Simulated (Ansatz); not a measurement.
Consider the formal exchange of groups at the Sn–Cl bond: `[NH2][Sn]([Cl])([Cl])[Cl]` + `C/N=C(/F)Cl` → `[NH2][Sn]([F])([Cl])[Cl]` + `CN=C(Cl)Cl`.

Isolated molecules relaxed with PBE0-D4/def2-TZVP in Ansatz; ΔE leaves out vibrations. CCSD(T)/CBS is the MP2 limit (def2-TZVPP, def2-QZVPP) plus CCSD(T) − MP2 in def2-TZVPP, frozen cores. This one scheme is used for every species. Functionals use def2-TZVPP. B3LYP here is the variant with VWN-RPA as its local correlation; programs differ in this. Elements past krypton have def2 core potentials. For Sn outer-core shells are correlated without core-valence functions, which leaves a few kJ/mol of doubt a bond. One conformer a species, not always the lowest.

`[NH2][Sn]([Cl])([Cl])[Cl]`:

Z-matrix (Å, degrees):
```
Sn
Cl 1 2.295
Cl 1 2.311 2 107.1
N 1 1.995 2 108.3 3 125.4
Cl 1 2.295 2 110.4 3 -116.3
H 4 1.013 1 112.4 2 178.0
H 4 1.013 1 112.5 2 -59.3
```

`C/N=C(/F)Cl`:

Cartesian coordinates in Å:
```
C -0.274 -0.972 0.413
N 0.665 -0.186 -0.333
C 0.513 1.015 -0.562
F 1.401 1.702 -1.253
Cl -0.790 2.059 -0.089
H 0.241 -1.412 1.270
H -0.615 -1.798 -0.214
H -1.142 -0.407 0.767
```

`[NH2][Sn]([F])([Cl])[Cl]`:

Cartesian coordinates in Å:
```
N 0.963 0.975 0.093
Sn -0.512 -0.329 -0.188
F -1.647 0.299 -1.572
Cl 0.248 -2.364 -0.927
Cl -1.878 -0.526 1.646
H 1.875 0.567 -0.073
H 0.951 1.378 1.022
```

`CN=C(Cl)Cl`:

Z-matrix (Å, degrees):
```
C
N 1 1.434
H 1 1.092 2 108.4
H 1 1.094 2 113.9 3 122.1
H 1 1.092 2 108.4 3 -115.8
C 2 1.236 1 123.9 3 -121.5
Cl 6 1.721 2 121.4 1 180.0
Cl 6 1.749 2 126.7 1 0.0
```

CCSD(T)/CBS gives +34.4 kJ/mol.

(1) Another level gave +60.2 kJ/mol. Which?
A. PBE0/def2-TZVPP
B. B3LYP/def2-TZVPP
C. HF/def2-TZVPP
D. MP2/def2-TZVPP

Largest T1 diagnostic among the species: 0.013.

Results:

(1) C. HF/def2-TZVPP 60.2, MP2/def2-TZVPP 35.2, PBE0 45.0, B3LYP 40.4 kJ/mol.

From PBE to PBE0 (25 % exact exchange), in def2-TZVPP and without D4, ΔE moves by +8.4 kJ/mol. In def2-TZVPP, CCSD(T) changes the Hartree–Fock value by −20.7 kJ/mol (the triples alone add −3.6 kJ/mol) and MP2 by −24.9 kJ/mol.
